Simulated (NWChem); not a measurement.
ZnHF; SMILES [ZnH][F]

Computed with NWChem. Geometry: optimised at PBE0/def2-SVP. B3LYP is NWChem's, with the RPA form of VWN correlation. Vertical excitations in the gas phase; the lowest state need not have the same character in each row.

```csv
level,"lowest excitation, singlet (eV)",oscillator strength of that lowest state,orbital gap (eV)
"PBE/def2-SVP, TDA",6.58,0.014,6.42
"B3LYP/def2-SVP, TDA",(withheld),0.014,(withheld)
"LDA (Slater exchange, VWN5)/def2-SVP, TDA",6.69,0.013,6.51
"BHandHLYP/def2-SVP, TDA",8.33,0.014,11.03
```

Problem. Some entries are withheld; supply them.

Solution. 
- B3LYP/def2-SVP, TDA, lowest excitation, singlet (eV): 7.22
- B3LYP/def2-SVP, TDA, orbital gap (eV): 8.58
